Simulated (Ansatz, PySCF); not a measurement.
This Ansatz (a program for electronic structure) input computes a r2SCAN/def2-TZVPD energy:

Ansatz 0.2 input:
```yaml
crystal:
  periodic: [false, false, false]
  atoms:
    - {symbol: Pb, position_ang: [-0.00119146, 0.00638157, 0.63746618]}
    - {symbol: Cl, position_ang: [0.89090641, 1.01631851, -1.54608692]}
    - {symbol: Cl, position_ang: [-0.88515935, -1.04710020, -1.52874995]}
basis:
  gaussian:
    orbitals: def2-TZVPD
hamiltonian:
  xc: {name: r2SCAN}
total_charge: 1
magnetization: {spin_polarized: true, initial_magnetization: 1}
output: {forces: true}
```

Problem. Write an input for the same energy in PySCF and say what it gives.

Solution. 
```python
from pyscf import gto, scf, dft

mol = gto.M(
    atom='''
    Pb   -0.00119146    0.00638157    0.63746618
    Cl    0.89090641    1.01631851   -1.54608692
    Cl   -0.88515935   -1.04710020   -1.52874995
    ''',
    basis='def2-tzvpd',
    ecp='def2-tzvp',
    charge=1,
    spin=1,
    verbose=4,
)

mf = dft.UKS(mol, xc='r2scan').density_fit(auxbasis='def2-universal-jkfit')
mf.grids.level = 4
mf.conv_tol = 1e-9
mf.max_cycle = 100
mf.max_memory = 1500
mf.kernel()
if not mf.converged:
    mf = mf.newton()
    mf.kernel(mf.make_rdm1())
for _ in range(2):
    mo, _, stable, _ = mf.stability(return_status=True)
    if stable:
        break
    mf.kernel(mf.make_rdm1(mo, mf.mo_occ))
mf.analyze()
```
It gives -1113.09428 Eh, and Ansatz -1113.09425 Eh, a difference of 0.03 mEh, from the treatment of integrals and grids.
